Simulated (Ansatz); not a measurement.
`SC1=N[SiH2]1`. Total charge 0; spin multiplicity 1.

```tsv
atom	x (Å)	y (Å)	z (Å)
S1	1.0300	-0.8808	-1.7580
C2	0.1711	-0.2481	-0.4126
N3	-0.9813	-0.4982	0.0912
Si4	-0.1376	0.7733	1.0111
H5	0.0771	-1.7593	-2.1364
H6	-0.5872	2.1725	0.8711
H7	0.4279	0.4406	2.3336
```

Problem. Give the diagnostics of a CCSD(T)/def2-TZVPP run (frozen core, Ansatz). (An estimate is asked.)

Solution. Computed: T1 = 0.0163, largest single amplitude 0.034, largest double 0.051, (T) share of the correlation energy 5.0 %, 10 CCSD cycles. The RHF solution is stable towards an unrestricted one. T1 lies under the customary mark of 0.02 for closed shells.
